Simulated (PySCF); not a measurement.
BH3, SMILES B.

Geometry: B3LYP-D3(BJ)/def2-TZVPD. The isomer is the one that the SMILES or the coordinates give; other isomers of the formula were not compared.

Two levels are set side by side: TDA-PBE/def2-TZVPD (PySCF) and TDA-CAM-B3LYP/def2-TZVPD (PySCF). Vertical, same geometry. The lowest singlet is HOMO→LUMO 100 % with PBE and HOMO→LUMO 98 % with the other functional; states are paired by order. Differences are taken from unrounded values.

```
quantity                               TDA-PBE
-------------------------------------  -------
lowest singlet excitation (eV)            5.63
lowest triplet excitation (TDA) (eV)      4.80
first bright state (f over 0.05) (eV)     8.63
its oscillator strength                   0.09
```

Question: These are the TDA-PBE values. What does TDA-CAM-B3LYP give? (An estimate is asked for; the answer gives what the named calculation found.)

Answer: 
```tsv
quantity	TDA-CAM-B3LYP	TDA-PBE minus TDA-CAM-B3LYP
lowest singlet excitation (eV)	5.88	-0.25
lowest triplet excitation (TDA) (eV)	5.10	-0.30
first bright state (f over 0.05) (eV)	9.40	-0.78
its oscillator strength	0.11	-0.03
```

Functionals without exact exchange tend to place singlet excitations lower, as here. Differences between two approximate levels are no errors against the true value.

Rough cost on one machine, each run with all the roots and properties that it gave: TDA-CAM-B3LYP against TDA-PBE within a factor of 2.
